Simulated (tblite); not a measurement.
Run record: tight-binding relaxation, `[SiH3]N[C@H]1C[C@H]([SiH2]O[SiH3])C1`.

Computed with GFN2-xTB geometry optimisation, gas phase (tblite 0.8.0). Start geometry: from a force field or distance geometry. The command runs a driver script over a list of jobs; the input below is this job's line of settings and its coordinates in Å.

Command:
```bash
OMP_NUM_THREADS=1 python probes_run.py task.json out
```

Input:
```
{"job": {"kind": "relax", "xc": "GFN2-xTB", "basis": "xTB"}, "charge": 0, "multiplicity": 1}
Si     3.256300    -0.700000    -0.813600
N      2.856000     0.165100     0.665300
C      1.504600     0.464700     0.911400
C      0.761600     1.339900    -0.085500
C     -0.027000     0.102400    -0.540800
Si    -1.853900     0.574300    -0.503800
O     -2.839300    -0.670700    -1.091600
Si    -4.080800    -0.884700     0.087300
C      0.464200    -0.591700     0.704500
H      2.307700    -1.792400    -1.142100
H      3.449900     0.205100    -1.980000
H      4.578700    -1.342500    -0.639800
H      3.453900     1.012500     0.763300
H      1.380500     0.879100     1.947700
H      1.328700     1.753600    -0.903100
H      0.092500     2.050800     0.461500
H      0.325100    -0.339600    -1.474600
H     -2.203700     0.903000     0.877500
H     -1.974000     1.810200    -1.287200
H     -4.887700     0.334500     0.111700
H     -3.419500    -1.025600     1.407200
H     -4.923100    -2.067100    -0.226600
H     -0.349200    -0.521200     1.490300
H      0.786800    -1.639700     0.602600
```

Output:
```
step      E/eV     max force
  0    -774.61282    2.713
  1    -774.92431    1.799
  2    -775.05544    0.696
  3    -775.14285    0.985
  4    -775.21796    0.693
  5    -775.27633    0.606
  6    -775.33043    0.616
  7    -775.38384    0.556
  8    -775.42024    0.397
  9    -775.45085    0.391
... (202 lines left out)
212    -775.92423    0.032
213    -775.92437    0.024
214    -775.92450    0.019
215    -775.92458    0.022
216    -775.92464    0.019
217    -775.92469    0.028
218    -775.92475    0.019
219    -775.92480    0.012
220    -775.92484    0.011
221    -775.92486    0.009
```

«max force» is the largest atomic force in eV/Å.

Task: From which step on does the largest force stay under 0.1 eV/Å, and how much energy is left to gain from there?

Result: From step 91 (0.044 eV/Å), 16.3 meV above the end.

In short: energy lowered by 30.3 kcal/mol over 221 steps; largest atomic force 0.009 eV/Å at the end.

Task: Estimate the wall time. Hardware: one thread, Arm Neoverse N1 (aarch64), shared host with 64 logical CPUs at a one-minute load of 61.

Result: About 4.5 s.
Labels such as C1 count atoms from 1, the log's own numbers from 0.
